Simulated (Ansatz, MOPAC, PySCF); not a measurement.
Noncovalent pair: HBr (SMILES Br) (first 2 atoms) with H4OSi (SMILES O[SiH3]); geometry from B3LYP-D3(BJ)/def2-TZVP, rigid monomers moved along the line of their centres of mass till Br1···H5 is 4.87 Å.
(charge 0, multiplicity 1):
```tsv
atom	x (Å)	y (Å)	z (Å)
Br	-0.4673	-1.3769	-0.0963
H	0.4134	-0.3081	0.2541
O	-0.7557	0.7562	5.2074
Si	0.8441	1.0926	5.4083
H	-1.0028	0.1682	4.4862
H	1.6278	-0.1002	5.8099
H	0.9259	2.1315	6.4524
H	1.4463	1.6123	4.1479
```

```tsv
level	interaction energy (kcal/mol)	minus CCSD(T)/CBS(def2-SVPD, def2-TZVPPD)	cost
AM1	0.02	0.29	-
PM6	0.03	0.30	-
HF/STO-3G (no counterpoise)	0.07	0.33	-
HF/def2-TZVPPD	-0.13	0.13	-
B3LYP/3-21G (no counterpoise)	-0.03	0.24	-
B3LYP/LANL2DZ (no counterpoise)	0.02	0.29	-
PBE0/def2-TZVPPD	-0.18	0.09	×1
PBE0-D4/def2-TZVPPD	-0.28	-0.01	×1
M06-2X/6-31G* (no counterpoise)	-0.18	0.08	-
wB97X-V/def2-TZVPPD	-0.26	0.01	×3
MP2/6-31G*	-0.17	0.09	-
SCS-MP2/def2-TZVPPD	-0.24	0.02	-
CCSD/def2-SVPD	-0.24	0.03	-
CCSD(T)/CBS(def2-SVPD, def2-TZVPPD)	-0.26	0.00	×200*
```

 The comparison column counts from a level with limits of its own.

The rows run from -0.28 (PBE0-D4/def2-TZVPPD) to 0.07 kcal/mol (HF/STO-3G (no counterpoise)). The dispersion term adds -0.10 in PBE0-D4.

Interaction energies are E(AB) − E(A) − E(B) at the monomers' geometry in the complex; basis-set methods are counterpoise corrected. Rows marked so take none.

Frozen-core correlation. Filled d and f shells under p-block atoms count as core. CBS(a, b) extrapolates the correlation energy as X⁻³ and adds the Hartree–Fock energy of set b. Rows in 3-21G, 6-31G*, LANL2DZ, STO-3G carry no dispersion term and start afresh at each structure (6-31G* with six Cartesian d functions); the Pople sets are all-electron and without relativity. MP2/6-31G* freezes PySCF's default core, which leaves 3d correlated. LANL2DZ brings its own core potentials from Na on. The state reached by AM1, PM6 isn't checked.

Codes used: Ansatz (Gaussian basis) for Hartree–Fock, density functionals and correlated methods; MOPAC for AM1, PM6 (differences of heats of formation); PySCF for 3-21G rows, 6-31G* rows, LANL2DZ rows, STO-3G rows, the dispersion terms. Values without a source in brackets are computed.

Costs are rough ratios of core time to PBE/def2-TZVPPD (about 5 s over the structures, on one shared machine); a dash marks a level with no comparable run of its own. A star marks coupled-cluster runs past 200 virtual orbitals, where the program's memory plan changes under this machine's limit, so their costs aren't comparable with smaller runs.

Ansatz is an electronic-structure program.
